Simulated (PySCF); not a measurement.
# State search for LiPb

Unrestricted PBE0; basis Li aug-cc-pVDZ, Pb aug-cc-pVDZ-PP with ECP60; scalar-relativistic core potentials; PySCF 2.14. Outer shells of the fragments: Li 2s1; Pb 5d10 6s2 6p2.

Followed along the bond (rough minima from three points):

| 2Ms+1 | unpaired | ⟨S²⟩ at the start | R at minimum (Å) | Te (eV) |
| --- | --- | --- | --- | --- |
| 4 | σ ↑, π ↑↑ | 3.75 | 2.65 | 0.00 |
| 2 | π ↑ | 0.76 | 2.83 | 0.28 |
| 2 | σ ↑, π ↑↓ | 1.76 | 2.69 | 0.53 |
| 2 | σ ↓, π ↑↑ | 1.76 | 2.76 | 0.57 |
| 2 | σ ↑ | 0.76 | 2.70 | 1.15 |

Solutions found at the starting distance of 2.680 Å, counted from the lowest of them; the search is not exhaustive and high or unbound solutions are not listed, so other states can lie among these:

```
2Ms+1   unpaired   term  E (eV)  ⟨S²⟩  ⟨Lz²⟩  μ (D)
    4  σ ↑, π ↑↑    ⁴Σ⁻    0.00  3.75   0.00  -5.39
    2        π ↑     ²Π    0.31  0.76   1.00  -4.18
    2  σ ↑, π ↑↓  mixed    0.53  1.76   2.01  -5.31
    2  σ ↓, π ↑↑  mixed    0.58  1.76   0.00  -5.48
    2        σ ↑  mixed    1.15  0.76   2.00  -4.97
    4  σ ↑↑, π ↑     ⁴Π    1.73  3.75   1.00   4.75
    2        π ↑     ²Π    2.06  0.76   1.01  -4.96
    4  σ ↑, π ↑↑  mixed    2.88  3.75   2.00   2.55
```

A term symbol is given only where ⟨S²⟩ and ⟨Lz²⟩ are close to those of a pure state; real π, δ and φ orbitals otherwise mix terms. A positive dipole means Li(−)Pb(+).

These are scalar-relativistic numbers at best; spin–orbit coupling would shift them, the dissociation energy most. Counting both spins, an empty level lies below a filled one in some of these solutions, because spin and occupation are held.
